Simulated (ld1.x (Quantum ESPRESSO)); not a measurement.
**Sn (Z = 50): excitation energies, all-electron against RRKJ**

Sn (Z = 50), norm-conserving RRKJ (Kleinman–Bylander form), made with ld1.x (Quantum ESPRESSO) 7.5 (LDA (PZ), scalar-relativistic). Core [Ar] 3d10, reference 4s2 4p6 4d10 5s2 5p2. Waves: 4s (bound): rc 1.30 bohr; 4p (bound): rc 1.45 bohr; 4d (bound): rc 1.25 bohr. Local part: the d channel. Core correction: none. rho0 = 0.005.

Occupied shells without a wave of their own: 5p, 5s. They enter only through the test configuration that unscreens the potential.

Energies are relative to the spin-unpolarised reference configuration 4s2 4p6 4d10 5s2 5p2; without spin polarisation the order of configurations can differ from experiment. Spin-polarised rows fill each open shell by Hund’s rule, majority spin first.

**Question.** Give the all-electron excitation energy and the error of the potential for: 4s2 4p6 4d10 5s2 5p1; 4s2 4p6 4d10 5s2 5p0; 4s2 4p6 4d10 5s1 5p0; 4s2 4p6 4d9 5s2 5p3; 4s2 4p6 4d10 5s1 5p3; 4s2 4p6 4d10 5s2 5p1.5; 4s2 4p5 4d10 5s2 5p2; 4s2 4p6 4d10 5s2 5p2 (spin-polarised); 4s2 4p6 4d10 5s2 5p1 (spin-polarised).

**Answer.**

```csv
valence configuration,charge,ΔE all-electron (eV),error AE − PS (meV)
4s2 4p6 4d10 5s2 5p1,+1,7.098,-180
4s2 4p6 4d10 5s2 5p0,+2,21.362,-472
4s2 4p6 4d10 5s1 5p0,+3,52.813,-767
4s2 4p6 4d9 5s2 5p3,0,24.348,+213
4s2 4p6 4d10 5s1 5p3,0,7.075,+58
4s2 4p6 4d10 5s2 5p1.5,+0.5,2.716,-77
4s2 4p5 4d10 5s2 5p2,+1,97.393,-54
4s2 4p6 4d10 5s2 5p2 (spin-polarised),0,-0.475,+2.7
4s2 4p6 4d10 5s2 5p1 (spin-polarised),+1,6.945,-180
```

Levels in the configuration 4s2 4p6 4d9 5s2 5p3:

| level | all-electron (eV) | pseudo (eV) |
| --- | --- | --- |
| 4s | -140.507 | -140.275 |
| 4p | -96.142 | -95.941 |
| 4d | -31.643 | -31.464 |
| 5s | -12.732 | -12.764 |
| 5p | -4.955 | -5.096 |

The 5p, 5s levels have no wave, so the channel is fitted at the deeper level alone: the likely source of the large errors.
